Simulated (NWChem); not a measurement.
System: CH$_{2}$ClFO$_{2}$Si; SMILES O=CO[Si@@H](F)Cl

```xyz
8

O      0.7772    -2.2430    -0.4191
C     -0.0710    -2.0740     0.4179
O     -0.7380    -0.9107     0.6118
Si    -0.4607     0.4274    -0.3749
F     -1.6477     1.4195     0.0201
Cl     1.3159     1.3148     0.1085
H     -0.4162    -2.8356     1.1304
H     -0.5331     0.1096    -1.8042
```
Atoms are numbered in this order, from 1.

The geometry was optimised at B3LYP/6-31G* (spherical d).

**Question.** Give the principal values of the shielding tensors (ppm) of O1, C2, O3, Si4, F5 from PBE0/pcSseg-1, GIAO (NWChem), with their diamagnetic and paramagnetic parts as GIAO splits them.

**Answer.** 
```
atom     σ11     σ22    σ33  isotropic  diamagnetic  paramagnetic
----  ------  ------  -----  ---------  -----------  ------------
O1    -439.6  -296.6  239.8     -165.5        398.8        -564.3
C2     -90.7    70.6   72.8       17.5        251.3        -233.7
O3     -47.3   127.3  171.7       83.9        397.5        -313.6
Si4    351.5   381.5  391.5      374.8        879.1        -504.3
F5     268.4   315.5  380.1      321.4        471.0        -149.6
```
